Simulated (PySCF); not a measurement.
Species: C5H5F3O2.
Atom-mapped SMILES: `[OH:1][C@@:2]12[CH2:3][C@@H:4]1[C@H:5]2[O:6][C:7]([F:8])([F:9])[F:10]` (hydrogens: H11 on O1; H12, H13 on C3; H14 on C4; H15 on C5)

Geometry (PBE0-D3(BJ)/def2-SVP, Å), atoms numbered from 1 in this order:
```
atom  x, y, z in Å
O1    -1.6012    1.1183   -0.2386
C2    -1.0264   -0.1041   -0.2133
C3    -1.6317   -1.4137   -0.5147
C4    -0.3268   -1.0242   -1.1475
C5     0.3528   -0.5638    0.0936
O6     1.3770    0.3820   -0.1657
C7     1.7316    1.1901    0.8346
F8     2.7942    1.8757    0.4676
F9     0.7522    2.0747    1.1338
F10    2.0053    0.5385    1.9620
H11   -0.9217    1.7800   -0.0599
H12   -1.6748   -2.2180    0.2374
H13   -2.5041   -1.3692   -1.1757
H14    0.0247   -1.0197   -2.1775
H15    0.6156   -1.2374    0.9256
```

The closed-shell ground state was solved at several levels (PySCF, density fitting, gas phase, non-relativistic).

| level | basis functions | HOMO (eV) | LUMO (eV) | gap (eV) | dipole (D) |
| --- | --- | --- | --- | --- | --- |
| B3LYP/pcJ-1 | 320 | -6.67 | 1.32 | 7.99 | 1.15 |
| CAM-B3LYP/def2-SVPD | 255 | -8.36 | 1.17 | 9.53 | 1.46 |
| PBE0/pcSseg-1 | 195 | -6.91 | 1.65 | 8.56 | 1.16 |

Problem. What might KT2/pcSseg-1 (195 basis functions) give for the same quantities?

Solution. HOMO -5.67 eV, LUMO 0.48 eV, gap 6.15 eV, dipole 1.06 D.

Problem. Over all these levels, which gives the widest orbital gap and which the narrowest?

Solution. CAM-B3LYP/def2-SVPD (range-separated hybrid) has the widest, 9.53 eV, and KT2/pcSseg-1 (GGA) the narrowest, 6.15 eV. Functional and basis both differ between the two, so the spread mixes both effects.

Problem. How far do the dipole and the HOMO energy spread over the levels?

Solution. The dipole runs from 1.06 to 1.46 D (mean 1.21 D) and the HOMO from -8.36 to -5.67 eV.

One conformer stands for the species.
